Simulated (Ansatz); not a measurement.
`CNC(=O)[SiH2]Cl` + `C=[CH][AlH][CH3]` → `C=[CH][AlH][SiH2]Cl` + `CNC(C)=O`  (formal exchange of groups at the Si–C bond)

Program: Ansatz. Geometries: PBE0-D4/def2-TZVP. ΔE: electronic, gas phase. CCSD(T)/CBS is the MP2 limit (def2-TZVPP, def2-QZVPP) plus CCSD(T) − MP2 in def2-TZVPP, frozen cores. DFT in def2-TZVPP. One conformer a species, not always the lowest.

CCSD(T)/CBS gives +2.4 kcal/mol.

Task: Another level gave +4.0 kcal/mol. Which?
A. MP2/def2-TZVPP
B. PBE0/def2-TZVPP
C. ωB97X-V/def2-TZVPP
D. r2SCAN-D4/def2-TZVPP

Result: A. MP2/def2-TZVPP 4.0, ωB97X-V 1.3, r2SCAN-D4 2.8, PBE0 -0.1 kcal/mol.

Largest T1 diagnostic among the species: 0.015.

From PBE to PBE0 (25 % exact exchange), in def2-TZVPP and without D4, ΔE moves by −1.2 kcal/mol. In def2-TZVPP, CCSD(T) changes the Hartree–Fock value by +2.9 kcal/mol (the triples alone add +0.7 kcal/mol) and MP2 by +5.0 kcal/mol.
